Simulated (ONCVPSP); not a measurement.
# Before and after: ONCV potential for tellurium

```json
{
  "Element": "tellurium",
  "Generator": "ONCVPSP 4.0.1",
  "Type": "optimised norm-conserving Vanderbilt (ONCV)",
  "Functional": "LDA (Perdew-Wang 92)",
  "Relativity": "scalar-relativistic",
  "Frozen core": "[Ar] 3d10 4s2",
  "Valence charge": "22",
  "Reference configuration": "4p6 4d10 5s2 5p4",
  "Partial waves": "5s: rc 1.80 bohr, ncon 3, nbas 7, qcut 2.8 1/bohr, 3 projectors, debl 3.1 Ha; 4p+5p: rc 1.10 bohr, ncon 3, nbas 7, qcut 12 1/bohr, 2 projectors; 4d: rc 1.50 bohr, ncon 4, nbas 9, qcut 10.4 1/bohr, 2 projectors, debl 2.9 Ha",
  "Local potential": "polynomial inside 0.75 bohr (lpopt 3, dvloc0 3 Ha)",
  "Core correction": "Teter function, fcfact 5.5, rcfact 1.3"
}
```

All-electron outer shells of the reference configuration (LDA (PZ), scalar-relativistic, ld1.x):

```tsv
shell	level (eV)	outermost node (bohr)	outermost maximum (bohr)
3d	-560.31	–	0.24
4s	-163.99	0.38	0.70
4p	-114.19	0.38	0.74
4d	-41.70	0.36	0.81
5s	-15.36	0.91	1.77
5p	-6.12	1.00	2.17
```

Change: s: rc 1.24.

Cutoffs: the cutoffs (Ha) at which the residual kinetic energy of the hardest occupied pseudo-wave falls to 1 and 0.1 mHa per electron; they do not see the model core or the augmentation charge, which bear on the density cutoff. Errors are all-electron minus pseudo energies relative to the spin-unpolarised reference configuration.

Predict the effect on cutoff, ghosts and configuration errors.

The potential gets harder (51 Ha and 60 Ha → 113 Ha and 156 Ha); both files keep a bound ghost (s); of the 4 tests that both files solve, the error grows in 1 and shrinks in 1 by more than 15 % and 0.3 meV (median size 9.2 → 6.5 meV). A smaller radius makes the pseudo-wave follow the all-electron one further in, where it bends more sharply, so more plane waves are needed.

| quantity | base | changed |
| --- | --- | --- |
| cutoff, loose | 51 Ha | 113 Ha |
| cutoff, tight | 60 Ha | 156 Ha |
| loose cutoff by channel | s 37 Ha, p 51 Ha, d 41 Ha | s 113 Ha, p 51 Ha, d 41 Ha |
| bound ghosts | s | s |
| GHOST(+) flags under 300 eV | none | none |
| error for 4p6 4d10 5s2 5p3, meV [ΔE 9.91 eV] | -1.9 | -2.0 |
| error for 4p6 4d10 5s2 5p2, meV [ΔE 28.08 eV] | -6.0 | -6.8 |
| error for 4p6 4d10 5s2 5p1, meV [ΔE 55.31 eV] | -12 | -16 |
| error for 4p6 4d9 5s2 5p5, meV [ΔE 38.16 eV] | +26 | +6.1 |
| p: phases at 1.12 bohr within 0.05 rad from the reference energy up to (Ha; the scan ends near 5) | to the end of the scan | to the end of the scan |
| d: phases at 1.52 bohr within 0.05 rad from the reference energy up to (Ha; the scan ends near 5) | to the end of the scan | to the end of the scan |
| rms error of d²Exc/dni dnj with the model core, mHa | 1.31 | 1.30 |

 A true bound ghost makes a file unfit for plane-wave use even where its test errors are small: the radial tests pick states by their node count and pass the ghost by.
